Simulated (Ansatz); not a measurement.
`C[SiH](O)Cl` + H–F → `C[SiH](O)F` + HCl at 600 K and 1 bar (ligand exchange at the Si–Cl bond).

Gas-phase electronic energies from Ansatz, PBE0-D4/def2-TZVP geometries. CBS: MP2 limit from def2 TZ/QZ plus the TZ coupled-cluster correction, frozen cores. This one scheme is used for every species. One conformer a species, not always the lowest.

```
      species  CCSD(T)/CBS energy (Eh)  H − E (kJ/mol)  S (J/(mol·K))
`C[SiH](O)Cl`               -865.21254           216.4          409.0
          H–F               -100.39570            42.3          194.0
 `C[SiH](O)F`               -505.24344           217.8          394.2
          HCl               -460.38127            35.4          207.2
```

H − E and S are ideal-gas, rigid-rotor, harmonic terms from PBE0-D4/def2-TZVP, for one conformer and one mirror image of each species. 1 Eh = 2625.50 kJ/mol, R = 8.31446 J/(mol·K).

Problem. By hand: ΔE, ΔH, ΔS and ΔG.

Solution. ΔE = (-505.24344) + (-460.38127) − (-865.21254) − (-100.39570) = -0.01647 Eh = -43.2 kJ/mol. Δ(H − E) = 217.8 + 35.4 − 216.4 − 42.3 = -5.5, so ΔH = -48.7 kJ/mol. ΔS = 394.2 + 207.2 − 409.0 − 194.0 = -1.6 J/(mol·K). ΔG = -48.7 − 600 × (-1.6)/1000 = -47.7 kJ/mol.

Problem. By hand: the equilibrium constant, and the temperature at which ΔG would vanish if ΔH and ΔS stayed fixed.

Solution. log₁₀ K = −ΔG/(RT ln 10) = 4.2. ΔG = 0 at ΔH/ΔS = 30438 K, far beyond where these terms or the molecules hold.

The number of gas molecules stays the same, so ΔS is small and ΔH decides. A doubt of 5 kJ/mol in ΔE shifts log₁₀ K by 0.4 here. Other conformers and mirror images would add mixing entropy, several J/(mol·K) or more a flexible species. These are equilibria of isolated gas molecules and say nothing of rates. Largest T1 diagnostic: 0.011 (customary marks: 0.02 for closed shells, 0.045 for open ones).
